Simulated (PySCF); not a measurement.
A structure optimised at TPSSh-D3(BJ)/def2-SVP, used in a PySCF frequency run:

```
C
C 1 1.3469
H 2 1.0970 1 121.81
H 2 1.0980 3 115.48 1 180.00
H 1 1.0986 2 117.49 3 180.00
Ga 1 1.9570 5 121.54 2 180.00
H 6 1.5703 1 121.73 5 0.00
H 6 1.5725 7 121.23 1 180.00
```
Charge 0, spin multiplicity 1.

**Question.** Write its SMILES, formula and point group.

**Answer.** C=[CH][GaH2], C₂H₅Ga, Cs

**Question.** What are its rotational constants (standard atomic weights)?

**Answer.** 37.856, 3.9426, 3.5708 GHz
